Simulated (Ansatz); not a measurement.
I$_{2}$Pb, triplet, geometry from GFN2-xTB of the parent state (such geometries of metal compounds can be far from the true shape) (core potentials on I, Pb); B3LYP/def2-SV(P) in Ansatz (a first-principles code).

Ansatz was given this input:
Ansatz 0.2 input:
```yaml
crystal:
  periodic: [false, false, false]
  atoms:
    - {symbol: Pb, position_ang: [-0.00852880, -0.00721361, 0.96279553]}
    - {symbol: I, position_ang: [1.06067820, -1.86389256, -0.74947342]}
    - {symbol: I, position_ang: [-1.04748270, 1.87505324, -0.74013476]}
basis:
  gaussian:
    orbitals: def2-SV_P_.json
hamiltonian:
  xc: b3lyp
magnetization: {spin_polarized: true, initial_magnetization: 2}
```
The basis file holds def2-SV(P) in the JSON format of the Basis Set Exchange.

Output, abridged:

```
Functional definition: B3LYP
1016 factors; integrals over basis functions are off by at most 1.4e-4 eV
mean field evaluation 1: about -21457.3082 eV, gradient 4.8e0 eV
mean field evaluation 2: about -21457.2055 eV, gradient 6.5e0 eV
mean field evaluation 4: about -21457.5115 eV, gradient 4.0e-1 eV
mean field evaluation 8: about -21457.5386 eV, gradient 1.7e-2 eV
mean field evaluation 16: about -21457.5386 eV, gradient 1.8e-5 eV
mean field evaluation 32: about -21457.0537 eV, gradient 1.6e-3 eV
mean field evaluation 64: about -21456.7946 eV, gradient 6.1e-1 eV
mean field -21457.53858109 eV, -788.5499984131 hartree, gradient 1.7e-5 eV, S^2 2.005121; 15 other end points of the search recorded, 0 dependent functions left out
reference -21457.53879411 eV, -788.5500062413 hartree; 37, 35 occupied and 41, 43 virtual orbitals, 1016 factors
Total energy: -21457.53879411 eV, -788.5500062413 hartree
```
